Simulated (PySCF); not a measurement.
From one molecule to another.

First species: Si(vinyl)2Br2, C₄H₆Br₂Si.
SMILES: `C=C[Si](Br)(Br)C=C`

Second species: C8H8NP.
InChI=1S/C8H8NP/c1-4-8-9-5-6(2)7(3)10-8/h1,5H,2-3H3

Levels: CAM-B3LYP/def2-SVPD for HOMO energy, LUMO energy, HOMO–LUMO gap and static isotropic polarisability; TDDFT CAM-B3LYP/def2-SVPD for lowest singlet excitation; TDA CAM-B3LYP/def2-SVPD for lowest triplet excitation (Tamm–Dancoff); ΔSCF CAM-B3LYP/def2-SVPD for vertical ionisation energy. Geometries: PBE0-D3(BJ)/def2-SVP. All species are isolated and taken at one optimised geometry, non-relativistic unless stated; the electronic structure was computed with PySCF and density fitting.

Problem. Which of the two has the higher HOMO–LUMO gap, and by how much?

Solution. The first: 9.05 eV against 7.06 eV, a difference of 1.99 eV.

Problem. Which of the two has the higher static isotropic polarisability, and by how much?

Solution. The second: 131.1 au against 115.4 au, a difference of 15.7 au.

Problem. Which has the higher T1 energy?

Solution. The first: 4.10 eV against 2.84 eV, a difference of 1.26 eV.

Problem. Which has the higher vertical ionisation energy?

Solution. The first: 10.10 eV against 8.55 eV, a difference of 1.55 eV.

Problem. Which of the two has the higher S1 energy, and by how much?

Solution. The first: 6.09 eV against 4.03 eV, a difference of 2.06 eV.

Problem. Which of the two has the higher LUMO energy, and by how much?

Solution. The first: -0.33 eV against -0.91 eV, a difference of 0.58 eV.

Problem. Which of the two has the higher HOMO energy, and by how much?

Solution. The second: -7.97 eV against -9.38 eV, a difference of 1.41 eV.

On the first: The polarisability is 17.11 Å³ as a volume (1 au = 0.148185 Å³), or 1.01 au for each of the 114 electrons. The vertical singlet–triplet gap S1 − T1 is 1.99 eV (TDDFT singlet less Tamm–Dancoff triplet; S1: HOMO−2→LUMO, weight 0.53, beside HOMO→LUMO, weight 0.35; T1: HOMO→LUMO, weight 0.43). Relativistic effects, spin–orbit coupling among them, are left out although an element past zinc is present.

On the second: The ΔSCF ionisation energy exceeds −ε(HOMO) by 0.58 eV with CAM-B3LYP. The vertical singlet–triplet gap S1 − T1 is 1.19 eV (TDDFT singlet less Tamm–Dancoff triplet; S1: HOMO−1→LUMO, weight 0.97; T1: HOMO→LUMO, weight 0.87).

One conformer stands for the species.
